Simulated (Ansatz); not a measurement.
Input for Ansatz (a first-principles code): R-CCSD(T)/def2-SVP on H3NSSn (SMILES [NH2][Sn][SH]), a point of a torsion scan. Elements past Kr take the def2 small-core potentials; no spin–orbit coupling. The run froze 15 orbitals, filled d shells among them.

Ansatz 0.2 input:
```yaml
crystal:
  periodic: [false, false, false]
  atoms:
    - {symbol: N, position_ang: [-1.42999063, -0.03264453, 0.25493069]}
    - {symbol: Sn, position_ang: [0.47625989, -0.76477204, 0.30109896]}
    - {symbol: S, position_ang: [-0.22321761, -3.10869697, 0.47925844]}
    - {symbol: H, position_ang: [-1.72015554, 0.87270190, 0.59770243]}
    - {symbol: H, position_ang: [-2.24977732, -0.62578134, 0.26395156]}
    - {symbol: H, position_ang: [0.98003523, -3.66130905, 0.39779104]}
basis:
  gaussian:
    orbitals: def2-SVP
magnetization: {spin_polarized: false}
correlation: {method: ccsd_t, electrons: outside_noble_gas}
scf: {lower_state_search: off}
```

### Question
Give the final energy of this run.

### Answer
-667.3684 hartree (reference determinant -666.9476, T1 diagnostic 0.019).
